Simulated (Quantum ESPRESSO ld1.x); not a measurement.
Task: The scandium ion Sc7+, 14 electrons, occupied as [Ne] 3s2 3p2 (the NIST ground configuration). Method: non-relativistic Kohn-Sham, LDA (Slater exchange, VWN5 correlation), spin-polarised, spherical densities, point nucleus; open shells are filled with parallel spins first; computed with ld1.x of Quantum ESPRESSO 7.5. Some entries of the table are withheld. Estimate them.

orbital  occ.  eigenvalue (eV)  <r^2> (bohr^2)
1s up       1         -4501.40        0.007298
1s down     1         -4500.41        0.007296
2s up       1         -603.954             (1)
2s down     1         -602.914             (2)
2p up       3         -524.340             (3)
2p down     3         -523.079             (4)
3s up       1              (5)           1.070
3s down     1              (6)           1.081
3p up       2         -147.414           1.128
3p down     0         -143.150           1.144

Result: 
(1) 2s up <r^2> (bohr^2): 0.1410
(2) 2s down <r^2> (bohr^2): 0.1406
(3) 2p up <r^2> (bohr^2): 0.1161
(4) 2p down <r^2> (bohr^2): 0.1158
(5) 3s up eigenvalue (eV): -169.694
(6) 3s down eigenvalue (eV): -165.334
